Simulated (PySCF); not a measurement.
AgI, optimised at PBE/def2-SVP:

```xyz
2

Ag     0.0025    -0.9527     0.8736
I     -0.0025     0.9527    -0.8736
```

Computed with PySCF (xtb for GFN2) and rigid-rotor harmonic-oscillator thermochemistry at 1 bar. All species are closed-shell singlets. Ag, I: scalar-relativistic def2 core potential, no spin-orbit coupling.

Task: List the harmonic frequencies (cm⁻¹, unscaled) at this level and at the other levels, each on its own geometry.

Result: 
- PBE/def2-SVP: 198
- GFN2-xTB: 227
- PBE0/def2-TZVP: 200
